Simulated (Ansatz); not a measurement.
Diatomic SiS-, multiplicity 2 (lowest of 2S+1 = 2, 4 at CCSD(T)/def2-TZVPP on PBE0 minima; our sources give no spin for the ground state, which may be another).

Seven points along R, fitted to fifth degree in 1/R; most abundant isotopes. Runs in def2 and cc sets follow the lowest solution found near the PBE0 minimum.

Cores are frozen in the correlated methods. CBS: X⁻³ extrapolation of the correlation energy, Hartree–Fock from the larger set.

Run with Ansatz (Gaussian orbitals). Values without a source in brackets are computed.

**Question.** What bond length and harmonic frequency does r2SCAN/def2-TZVPP give?

**Answer.** r_e = 2.036 Å, ω_e = 616 cm⁻¹.

**Question.** What bond length and harmonic frequency does CCSD/def2-TZVPP give?

**Answer.** r_e = 2.033 Å, ω_e = 633 cm⁻¹.

**Question.** What bond length and harmonic frequency does CCSD(T)/CBS(aug-cc-pV(T+d)Z, aug-cc-pV(Q+d)Z) give?

**Answer.** r_e = 2.028 Å, ω_e = 621 cm⁻¹.

Ansatz is an electronic-structure program.
